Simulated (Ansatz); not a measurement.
HfTe2⁺, relaxed as a doublet with UKS B3LYP-D4/def2-TZVP in Ansatz, starting from the GFN2-xTB geometry. Force threshold 0.02 eV/Å.

In the def2 sets Hf, Te take a core potential; there is no spin–orbit coupling. Another isomer (doublet) lies 0.05 eV lower at PBE0-D4/def2-TZVP.

Start:

Cartesian coordinates in Å:
```
Hf 0.001 -0.001 0.000
Te -2.156 -0.968 1.306
Te 2.156 0.969 -1.306
```

(1) Estimate the energy that the relaxation releases and the steps that it takes.

(2) Does the start keep its bonding and symmetry?

(3) Predict the relaxed structure.

Results:

(1) 39.5 kcal/mol, in 13 steps; 63 s on 4 threads of Arm Neoverse V2 on a shared host. The force fell under the threshold at step 4, but the optimiser went on and released 1.695 eV more. No frequencies were taken in this run, so the end may be a saddle point.

(2) By distances, no bond broke or formed. The bond that changes most is Hf1–Te3, from 2.70 to 2.57 Å (atoms count from 1). Point group D∞h at the start, C2v at the end, both within 0.05 Å.

(3) 
```xyz
3

Hf    0.605   -0.998    0.258
Te   -1.776   -0.163    0.763
Te    1.170    1.161   -1.022
```
Bond lengths: 2 × Hf–Te 2.57 Å.
